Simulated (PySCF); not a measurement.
A GIAO shielding run with PySCF 2.14 (density fitting, non-relativistic, gas phase) on SMILES CN[C@@](C)(CN)[SiH2]C, C5H16N2Si:

```
$ OMP_NUM_THREADS=1 python probes_run.py task.json out

{"job": {"kind": "nmr", "xc": "PBE0", "basis": "pcSseg-1"}, "charge": 0, "multiplicity": 1}
C     -2.759303    -0.023708     0.018759
N     -1.495821     0.596378     0.376547
C     -0.274119    -0.186017     0.175058
C     -0.365209    -1.610240     0.731563
C      0.051438    -0.211154    -1.317086
N      0.531690     1.118985    -1.650781
Si     1.149680     0.828483     0.982068
C      2.862000     0.263134     0.401085
H     -2.736178    -0.330465    -1.026193
H     -3.546020     0.722497     0.134563
H     -3.024846    -0.898985     0.628116
H     -1.544058     0.883175     1.348470
H     -1.062717    -2.217184     0.154528
H      0.609560    -2.090374     0.695630
H     -0.696521    -1.588530     1.768727
H     -0.811953    -0.528636    -1.922651
H      0.861210    -0.922864    -1.496259
H     -0.221703     1.779313    -1.490919
H      0.807802     1.180692    -2.626079
H      0.946384     2.266389     0.824912
H      1.053132     0.531300     2.431091
H      3.000689    -0.805545     0.534158
H      3.022135     0.496946    -0.644773
H      3.630993     0.766173     0.977022
```

Hardware: 1 thread of an Arm Neoverse N1, shared host. The job also computes population analyses, field gradients.

(1) How large is the calculation?

(2) How long does it take, and how much memory does it need?

Results:

(1) 74 electrons, 223 basis functions and 1168 auxiliary functions.

(2) 110 s of wall time, with 12 SCF cycles and 4 response iterations; peak memory 1.1 GiB. Times on a shared host scatter by some tens of per cent.
